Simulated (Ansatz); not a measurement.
Start from `CSB(F)F` and change one atom or group to get `O=CB(F)F`.

Ansatz, PBE0-D4/def2-TZVP geometries, multiplicity 1. Each molecule was computed in one conformer, which needn't be the lowest.

```tsv
property	`CSB(F)F`
HOMO energy (B3LYP/def2-TZVPP) / eV	-7.50
HOMO energy (PBE/def2-TZVPP) / eV	-6.49
HOMO energy (ωB97M-V/def2-TZVPP) / eV	-9.91
LUMO energy (B3LYP/def2-TZVPP) / eV	-0.02
HOMO energy (PBE0/def2-TZVPP) / eV	-7.74
HOMO–LUMO gap (B3LYP/def2-TZVPP) / eV	7.48
```

Question: Give the same properties after the change, and the shifts. (Estimate.)

Answer: The calculation gave: 
```csv
property,`O=CB(F)F`,shift
HOMO energy (B3LYP/def2-TZVPP) / eV,-7.64,-0.14
HOMO energy (PBE/def2-TZVPP) / eV,-6.19,0.30
HOMO energy (ωB97M-V/def2-TZVPP) / eV,-10.25,-0.34
LUMO energy (B3LYP/def2-TZVPP) / eV,-3.05,-3.03
HOMO energy (PBE0/def2-TZVPP) / eV,-7.86,-0.12
HOMO–LUMO gap (B3LYP/def2-TZVPP) / eV,4.59,-2.89
```

With PBE0 the HOMO falls by 0.12 eV and the LUMO falls by 3.01 eV, so the gap narrows by about 2.89 eV. PBE moves the HOMO by 0.30 eV and ωB97M-V by -0.34 eV. The zero-point energy changes by -54.6 kJ/mol with -6 modes.

B3LYP here is the variant with VWN-RPA as its local correlation; programs differ in this.
